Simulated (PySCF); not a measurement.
## How the method moves the HOMO and LUMO of `C=NC(=C)O[SiH3]`

Compound: C₃H₇NOSi.
Z-matrix (Å and degrees, PBE0-D3(BJ)/def2-SVP geometry), rows numbered from 1:
```
C 
N   1  1.2660
C   2  1.3988  1  121.98
C   3  1.3420  2  125.70  1    40.43
O   3  1.3451  2  111.83  1  -143.52
Si  5  1.6973  3  121.91  2   -10.17
H   1  1.1052  2  123.03  3     2.14
H   1  1.0980  2  119.12  3  -177.92
H   4  1.0896  3  119.83  2   175.04
H   4  1.0893  3  120.72  2    -2.42
H   6  1.4889  5  102.46  3  -178.29
H   6  1.4903  5  112.32  3    64.76
H   6  1.4893  5  111.92  3   -60.79
```

Basis pcSseg-1 throughout (PySCF), one geometry. Geometry: PBE0-D3(BJ)/def2-SVP, one conformer, isolated molecule.

Question: How do the orbital energies, the gap and the dipole change with the method?

Answer: 
```tsv
method	kind	HOMO (eV)	LUMO (eV)	gap (eV)	μ (D)	SCF cycles
BLYP	GGA	-5.41	-2.39	3.02	2.04	16
B97-D	GGA	-5.51	-2.44	3.07	2.09	16
OPBE	GGA	-5.52	-2.44	3.08	2.04	17
KT3	GGA	-5.56	-2.45	3.12	2.01	17
PBE	GGA	-5.57	-2.55	3.02	2.05	16
KT2	GGA	-5.58	-2.49	3.09	2.05	17
BP86	GGA	-5.67	-2.64	3.03	2.09	16
LDA	LDA	-5.76	-2.81	2.95	2.11	15
B97-2	global hybrid	-6.41	-1.59	4.83	2.25	14
B3LYP	global hybrid	-6.45	-1.75	4.69	2.23	14
PBE0	global hybrid	-6.66	-1.54	5.12	2.28	14
mPW1PW91	global hybrid	-6.69	-1.55	5.14	2.29	14
BHandHLYP	global hybrid	-7.61	-0.38	7.24	2.47	13
CAM-B3LYP	range-separated hybrid	-7.94	-0.36	7.58	2.36	14
wB97X-D	range-separated hybrid	-8.47	0.29	8.77	2.36	14
HF	Hartree–Fock	-9.02	2.46	11.47	2.82	12
LC-wPBE	range-separated hybrid	-9.27	0.79	10.05	2.46	13
```

The HOMO spans 3.86 eV, from BLYP down to LC-wPBE, and the gap runs from 2.95 eV (LDA) to 11.47 eV (HF). Over the methods BLYP (0 %), B97-D (0 %), OPBE (0 %), KT3 (0 %), PBE (0 %), KT2 (0 %), BP86 (0 %), LDA (0 %), B97-2 (21 %), B3LYP (20 %), PBE0 (25 %), mPW1PW91 (25 %), BHandHLYP (50 %), HF (100 %), a straight line through the gap against the share of exact exchange rises by 0.84 eV for each 10 % (correlation coefficient 1.000). The dipole ranges from 2.01 D (KT3) to 2.82 D (HF). This basis has no diffuse functions.

The vertical ΔSCF ionisation energy at CAM-B3LYP/def2-SVPD is 8.70 eV; −ε(HOMO) comes closest to it with wB97X-D (8.47 eV).
